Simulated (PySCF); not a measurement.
Isomers of C4H12GeO, mass 150.010 u with the commonest isotopes. Method used: PySCF, PBE0-D3(BJ)/def2-SVP geometry optimisation, gas phase. One conformer each, none proved a minimum here; rigid rotors.

Question: Order these by dipole moment, smallest first.
A. `[CH3][Ge]([O]C)([CH3])[CH3]` (Ge(OMe)Me3)
B. `[CH3:1][O:2][GeH2:3][CH:4]([CH3:5])[CH3:6]` with C1–O2–Ge3–C4 180°, O2–Ge3–C4–C5 -64°
C. `[CH3:1][CH2:2][CH2:3][O:4][GeH2:5][CH3:6]` with C1–C2–C3–O4 -60°, C2–C3–O4–Ge5 178°, C3–O4–Ge5–C6 180°
D. `[CH3:1][CH2:2][CH2:3][CH2:4][O:5][GeH3:6]` with C1–C2–C3–C4 178°, C2–C3–C4–O5 -62°, C3–C4–O5–Ge6 174°
E. `[CH3:1][O:2][CH2:3][C@H:4]([CH3:5])[GeH3:6]` with C1–O2–C3–C4 180°, O2–C3–C4–C5 70°

Answer: B (0.79 D), C (0.94 D), D (1.08 D), A (1.58 D), E (1.80 D).

Question: Order these by rotational constant C, smallest first.
A. `[CH3:1][O:2][GeH2:3][CH:4]([CH3:5])[CH3:6]` with C1–O2–Ge3–C4 180°, O2–Ge3–C4–C5 -64°
B. `[CH3:1][CH2:2][CH2:3][O:4][GeH2:5][CH3:6]` with C1–C2–C3–O4 -60°, C2–C3–O4–Ge5 178°, C3–O4–Ge5–C6 180°
C. `C[O][Ge]([CH3])([CH3])[CH3]` (Ge(OMe)Me3)
D. `[CH3:1][O:2][CH2:3][C@H:4]([CH3:5])[GeH3:6]` with C1–O2–C3–C4 180°, O2–C3–C4–C5 70°
E. `[CH3:1][CH2:2][CH2:3][CH2:4][O:5][GeH3:6]` with C1–C2–C3–C4 178°, C2–C3–C4–O5 -62°, C3–C4–O5–Ge6 174°

Answer: E (669.4 MHz), B (888.8 MHz), D (1063 MHz), A (1378 MHz), C (1868 MHz).

Question: Order these by out-of-plane moment Σ m c² = (Ia + Ib − Ic)/2, smallest first.
A. `[CH3:1][O:2][CH2:3][C@H:4]([CH3:5])[GeH3:6]` with C1–O2–C3–C4 180°, O2–C3–C4–C5 70°
B. `[CH3:1][O:2][GeH2:3][CH:4]([CH3:5])[CH3:6]` with C1–O2–Ge3–C4 180°, O2–Ge3–C4–C5 -64°
C. Ge(OMe)Me3, `C[O][Ge]([CH3])([CH3])[CH3]`
D. `[CH3:1][CH2:2][CH2:3][O:4][GeH2:5][CH3:6]` with C1–C2–C3–O4 -60°, C2–C3–O4–Ge5 178°, C3–O4–Ge5–C6 180°
E. `[CH3:1][CH2:2][CH2:3][CH2:4][O:5][GeH3:6]` with C1–C2–C3–C4 178°, C2–C3–C4–O5 -62°, C3–C4–O5–Ge6 174°

Answer: E (14.79 u·Å²), D (19.24 u·Å²), A (29.97 u·Å²), B (59.66 u·Å²), C (88.99 u·Å²).

```tsv
SMILES	point group	Ia (u·Å²)	Ib (u·Å²)	Ic (u·Å²)	κ	μa (D)	μb (D)	μc (D)
C[O][GeH2][CH](C)C	–	143.48	342.48	366.64	-0.91	0.23	0.75	0.02
CCC[O][GeH2][CH3]	C1	89.40	517.66	568.58	-0.96	0.88	0.28	0.15
COC[C@H](C)[GeH3]	C1	152.32	382.84	475.22	-0.77	1.45	0.49	0.94
C[O][Ge]([CH3])([CH3])[CH3]	near Cs	178.31	270.21	270.53	-1.00	0.77	1.30	0.46
CCCC[O][GeH3]	C1	63.04	721.57	755.02	-0.99	0.65	0.57	0.65
```
